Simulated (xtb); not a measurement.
xtb input (GFN1-xTB):

```bash
xtb mol.xyz --gfn 1 --sp --chrg 0 --uhf 0
```
mol.xyz:
```
3

C     -0.00000000    -0.00000000    -1.28727519
C      0.00000000     0.00000000     0.00000000
C      0.00000000     0.00000000     1.28727519
```

Output:

```
           -------------------------------------------------
          |                Calculation Setup                |
           -------------------------------------------------

           -------------------------------------------------
          |                 G F N 1 - x T B                 |
           -------------------------------------------------

        Reference                      10.1021/acs.jctc.7b00118
      * Hamiltonian:
        H0-scaling (s, p, d)           1.850000    2.250000    2.000000
        zeta-weighting                 0.000000
      * Dispersion:
        s8                             2.400000
        a1                             0.630000
        a2                             5.000000
        s9                             0.000000
      * Repulsion:
        kExp                           1.500000
        rExp                           1.000000
      * Coulomb:
        alpha                          2.000000
        third order                    atomic
        anisotropic                    false
      * Halogen bond correction:
        rad-scale                      1.300000
        damping                        0.440000

          ...................................................
          :                      SETUP                      :
          :.................................................:
          :  # basis functions                  12          :
          :  # atomic orbitals                  12          :
          :  # shells                            6          :
          :  # electrons                        12          :
          :  # halogen bonds                     0          :
          :  max. iterations                   250          :
          :  Hamiltonian                  GFN1-xTB          :
          :  restarted?                      false          :
          :  GBSA solvation                  false          :
          :  PC potential                    false          :
          :  electronic temp.          300.0000000     K    :
          :  accuracy                    1.0000000          :
          :  -> integral cutoff          0.2500000E+02      :
          :  -> integral neglect         0.1000000E-07      :
          :  -> SCF convergence          0.1000000E-05 Eh   :
          :  -> wf. convergence          0.2000000E-04 e    :
          :  Broyden damping             0.4000000          :
          :  net charge                          0          :
          :  unpaired electrons                  0          :
          ...................................................

 iter      E             dE          RMSdq      gap      omega  full diag
   1     -6.1345763 -0.613458E+01  0.855E+00    1.48       0.0  T
   2     -6.1363486 -0.177232E-02  0.494E+00    1.46       1.0  T
   3     -6.1363219  0.266892E-04  0.583E-01    1.47       1.0  T
   4     -6.1363743 -0.523996E-04  0.578E-03    1.47      10.0  T
   5     -6.1363744 -0.472121E-07  0.170E-04    1.47     338.8  T
   6     -6.1363744 -0.214051E-11  0.589E-05    1.47     979.7  T

   *** convergence criteria satisfied after 6 iterations ***

         #    Occupation            Energy/Eh            Energy/eV
      -------------------------------------------------------------
         1        2.0000           -0.6398358             -17.4108
         2        2.0000           -0.6077404             -16.5375
         3        2.0000           -0.4907281             -13.3534
         4        2.0000           -0.4907281             -13.3534
         5        2.0000           -0.4619085             -12.5692
         6        2.0000           -0.4237752             -11.5315 (HOMO)
         7                         -0.3699244             -10.0662 (LUMO)
         8                         -0.3699244             -10.0662
         9                         -0.1626572              -4.4261
        10                         -0.1626572              -4.4261
        11                          0.3477514               9.4628
        12                          1.0722118              29.1764
      -------------------------------------------------------------
                  HL-Gap            0.0538508 Eh            1.4654 eV
             Fermi-level           -0.3971657 Eh          -10.8074 eV

 SCC (total)                   0 d,  0 h,  0 min,  0.002 sec
 SCC setup                      ...        0 min,  0.000 sec (  4.189%)
 Dispersion                     ...        0 min,  0.000 sec (  2.406%)
 classical contributions        ...        0 min,  0.000 sec (  1.165%)
 integral evaluation            ...        0 min,  0.000 sec ( 20.462%)
 iterations                     ...        0 min,  0.001 sec ( 42.032%)
 molecular gradient             ...        0 min,  0.001 sec ( 23.364%)
 printout                       ...        0 min,  0.000 sec (  5.747%)

         :::::::::::::::::::::::::::::::::::::::::::::::::::::
         ::                     SUMMARY                     ::
         :::::::::::::::::::::::::::::::::::::::::::::::::::::
         :: total energy              -6.012507244831 Eh    ::
         :: gradient norm              0.013735448579 Eh/a0 ::
         :: HOMO-LUMO gap              1.465354156976 eV    ::
         ::.................................................::
         :: SCC energy                -6.136374351478 Eh    ::
         :: -> electrostatic           0.000217961578 Eh    ::
         :: repulsion energy           0.124510978543 Eh    ::
         :: dispersion energy         -0.000643871896 Eh    ::
         :: halogen bond corr.         0.000000000000 Eh    ::
         :: add. restraining           0.000000000000 Eh    ::
         :: total charge              -0.000000000001 e     ::
         :::::::::::::::::::::::::::::::::::::::::::::::::::::

           -------------------------------------------------
          |                Property Printout                |
           -------------------------------------------------

    * Orbital Energies and Occupations

         #    Occupation            Energy/Eh            Energy/eV
      -------------------------------------------------------------
         1        2.0000           -0.6398358             -17.4108
         2        2.0000           -0.6077404             -16.5375
         3        2.0000           -0.4907281             -13.3534
         4        2.0000           -0.4907281             -13.3534
         5        2.0000           -0.4619085             -12.5692
         6        2.0000           -0.4237752             -11.5315 (HOMO)
         7                         -0.3699244             -10.0662 (LUMO)
         8                         -0.3699244             -10.0662
         9                         -0.1626572              -4.4261
        10                         -0.1626572              -4.4261
        11                          0.3477514               9.4628
        12                          1.0722118              29.1764
      -------------------------------------------------------------
                  HL-Gap            0.0538508 Eh            1.4654 eV
             Fermi-level           -0.3971657 Eh          -10.8074 eV

  Mulliken/CM5 charges         n(s)   n(p)   n(d)
     1C     0.01337  0.01337   1.653  2.333  0.000
     2C    -0.02673 -0.02673   1.112  2.915  0.000
     3C     0.01337  0.01337   1.653  2.333  0.000

Wiberg/Mayer (AO) data.
largest (>0.10) Wiberg bond orders for each atom

 ---------------------------------------------------------------------------
     #   Z sym  total        # sym  WBO       # sym  WBO       # sym  WBO
 ---------------------------------------------------------------------------
     1   6 C    2.536 --     2 C    1.992     3 C    0.544
     2   6 C    3.985 --     3 C    1.992     1 C    1.992
Note: The following floating-point exceptions are signalling: IEEE_DENORMAL
normal termination of xtb
     3   6 C    2.536 --     2 C    1.992     1 C    0.544
 ---------------------------------------------------------------------------

Topologies differ in total number of bonds
Writing topology from bond orders to xtbtopo.mol

 dipole moment from electron density (au)
     X       Y       Z
  -0.0000   0.0000  -0.0000  total (Debye):    0.000

           -------------------------------------------------
          | TOTAL ENERGY               -6.012507244831 Eh   |
          | GRADIENT NORM               0.013735448579 Eh/α |
          | HOMO-LUMO GAP               1.465354156976 eV   |
           -------------------------------------------------

------------------------------------------------------------------------
------------------------------------------------------------------------
 total:
 SCF:
```
